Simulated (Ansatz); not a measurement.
Cost and result for the atomization energy of C$_{2}$H$_{3}$F$_{2}$I, SMILES `FCC(F)I` (8 atoms, 7 bonds).

Z-matrix (Å, degrees):
```
C
C 1 1.503
F 1 1.378 2 108.9
H 1 1.093 2 110.2 3 119.2
H 1 1.092 2 110.0 3 -119.2
I 2 2.154 1 108.3 3 173.6
F 2 1.354 1 110.8 3 -65.9
H 2 1.090 1 112.7 3 56.6
```

The species carries charge 0 and has multiplicity 1. Correlated methods include outer-core shells of I, which these sets cover unevenly. I: def2 effective core potential. The geometry is a stationary point of PBE0-D4/def2-TZVP. It is one conformer, not always the lowest. Program: Ansatz. All runs use 4 threads of an AMD EPYC 7B13 on a shared host. Times are those of one run each, without the atoms' runs, and a repeat can differ threefold. Electronic energies, without spin–orbit coupling; frozen cores. CCSD(T)/CBS adds CCSD(T) − MP2 in def2-TZVPP to the MP2 limit, and its time is that of the two runs behind it. T1 = 0.010. With those shells the extrapolation isn't a true limit. B3LYP takes the VWN-RPA correlation (the form of Gaussian; ORCA's B3LYP/G). HSE06 is the plane-wave form, built on full-range PBE exchange.

CCSD(T)/CBS is a level of theory with its own doubt, some kJ/mol a heavy atom from the limit and from the frozen cores, so smaller differences don't rank the functionals.

```
                            level  functions  wall time
             revPBE-D4/def2-TZVPP        216      1.4 s
  PBE-D4/def2-TZVPP (with forces)        216      1.7 s
              HSE06-D4/def2-TZVPP        216      2.3 s
              BHLYP-D4/def2-TZVPP        216      2.6 s
B3LYP-D4/def2-TZVPP (with forces)        216        3 s
            r2SCANh-D4/def2-TZVPP        216      3.2 s
               ωB97X-V/def2-TZVPP        216      4.8 s
                B97M-V/def2-TZVPP        216      5.5 s
                 CCSD(T)/def2-SVP         97      5.5 s
 ωB97M-V/def2-TZVPP (with forces)        216        7 s
                   MP2/def2-QZVPP        400       13 s
               CCSD(T)/def2-TZVPP        216    2.1 min
                CCSD(T)/CBS(def2)          –    2.3 min
```

Question: What atomization energy does each give, and how far from CCSD(T)/CBS? (Best estimate.)

Answer: Ansatz gave: 
```csv
level,atomization (kJ/mol),difference from CCSD(T)/CBS,per bond
revPBE-D4/def2-TZVPP,2863.4,4.9,0.7
PBE-D4/def2-TZVPP (with forces),2960.1,101.6,14.5
HSE06-D4/def2-TZVPP,2873.1,14.6,2.1
BHLYP-D4/def2-TZVPP,2713.4,-145.1,-20.7
B3LYP-D4/def2-TZVPP (with forces),2837.5,-21.0,-3.0
r2SCANh-D4/def2-TZVPP,2835.0,-23.5,-3.4
ωB97X-V/def2-TZVPP,2851.9,-6.6,-0.9
B97M-V/def2-TZVPP,2842.2,-16.3,-2.3
CCSD(T)/def2-SVP,2684.9,-173.6,-24.8
ωB97M-V/def2-TZVPP (with forces),2848.4,-10.1,-1.4
MP2/def2-QZVPP,2913.9,55.4,7.9
CCSD(T)/def2-TZVPP,2772.9,-85.6,-12.2
CCSD(T)/CBS(def2),2858.5,0.0,0.0
```

From PBE to PBE0 (25 % exact exchange), in def2-TZVPP and without D4, the atomization energy moves by −87.6 kJ/mol: exact exchange takes away binding that semilocal exchange gives to molecules. At CCSD(T), def2-SVP lies −173.6 kJ/mol from the extrapolated value and def2-TZVPP −85.6 kJ/mol: correlation converges slowly with the basis, and small sets miss more of it in the bonded molecule than in its fragments. In def2-TZVPP, CCSD(T) changes the Hartree–Fock value by +793.6 kJ/mol (the triples alone add +57.7 kJ/mol) and MP2 by +884.3 kJ/mol; breaking electron pairs costs correlation energy, which Hartree–Fock lacks.

Spin–orbit coupling would lower the free I atoms strongly, and the atomization energy with them, by more than many differences here.
